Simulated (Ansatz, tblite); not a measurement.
Cost and result up the ladder for SnCl4 (5 atoms). The state is a singlet with charge 0. Geometry: B3LYP-D4/def2-SVP.

```xyz
5

Sn    0.000    0.000    0.000
Cl    0.342   -2.286    0.329
Cl   -2.116    0.346   -0.924
Cl    1.629    0.829   -1.453
Cl    0.146    1.111    2.048
```

Ansatz on 2 threads of Arm Neoverse V2 on a shared host; xTB runs through tblite on one thread. Times are rough, summed over both states, and most runs start from the orbitals of an earlier one. PBE0-D4/def2-TZVP serves as the yardstick here, not as an exact answer. The other state is a doublet.

In the def2 sets Sn takes a core potential; there is no spin–orbit coupling. The xTB rows come from tblite. HSE06 is defined as in plane-wave codes, on full-range PBE exchange. HOMO above LUMO, or a gap near zero within one spin, warns that the state may not be the lowest or that an electron is smeared out.

Raw xTB energies of ions are shifted by several eV.

| level | functions | wall time | vertical IE (eV) | difference from PBE0-D4/def2-TZVP (eV) | remarks |
| --- | --- | --- | --- | --- | --- |
| GFN1-xTB | 45 | 0.009 s | 15.19 | 3.59 | – |
| GFN2-xTB | 45 | 0.01 s | 14.90 | 3.29 | – |
| BLYP-D4/def2-TZVP | 198 | 18 s | 10.70 | -0.90 | gap within one spin near zero (+1 doublet) |
| PBE-D4/def2-TZVP | 198 | 18 s | 10.87 | -0.73 | gap within one spin near zero (+1 doublet) |
| HSE06-D4/def2-TZVP | 198 | 31 s | 11.56 | -0.05 | – |
| PBE0-D4/def2-TZVP | 198 | 35 s | 11.61 | 0.00 | – |
| r2SCAN-D4/def2-TZVP (with forces) | 198 | 46 s | 11.21 | -0.40 | gap within one spin near zero (+1 doublet) |
| r2SCANh-D4/def2-TZVP | 198 | 55 s | 11.45 | -0.15 | – |
| B97M-V/def2-TZVP | 198 | 81 s | 11.29 | -0.31 | gap within one spin near zero (+1 doublet) |
